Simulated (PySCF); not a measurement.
Silver: a sound run and one with changed settings

Sound run: Ag⁺ [Kr] 4d10, Ag²⁺ [Kr] 4d9. Calculation: PySCF 2.14, in aug-cc-pVDZ-PP with ECP28MDF (5s5p4d2f, 54 functions); scalar relativity through the core potential. In the sound run the correlated levels freeze 4s2 4p6 outside the core potential. The sound run starts from symmetry-adapted Hartree-Fock orbitals and uses a fine grid where one is needed.

A second run was set up differently.

| species | method | sound run (hartree) | changed run (hartree) | converged |
| --- | --- | --- | --- | --- |
| Ag⁺ | UHF | -145.82053 | -145.82053 | yes |
| Ag⁺ | r2SCAN | -146.66841 | -146.66841 | yes |
| Ag⁺ | M06-2X | -146.56478 | -146.56478 | yes |
| Ag⁺ | MP2 | -146.11596 | -146.10398 | yes |
| Ag²⁺ | UHF | -145.09545 | -145.09545 | yes |
| Ag²⁺ | r2SCAN | -145.87674 | -145.87674 | yes |
| Ag²⁺ | M06-2X | -145.76647 | -145.76647 | yes |
| Ag²⁺ | MP2 | -145.32010 | -145.31193 | yes |

Ionisation energy of Ag⁺:

```csv
method,sound run (eV),changed run (eV)
UHF,19.730,19.730
r2SCAN,21.542,21.542
M06-2X,21.723,21.723
MP2,21.656,21.553
SCS-MP2,21.457,21.363
```

Task: What was changed?
A. level shift left on
B. a valence shell is frozen
C. minimal basis
D. all electrons correlated in a valence basis

Result: A. It used initial guess 1e, at most 50 SCF cycles, level shift 0.1 hartree. A level shift leaves the converged SCF energy unchanged but raises the virtual orbital energies, which shrinks MP2 if it is not removed.
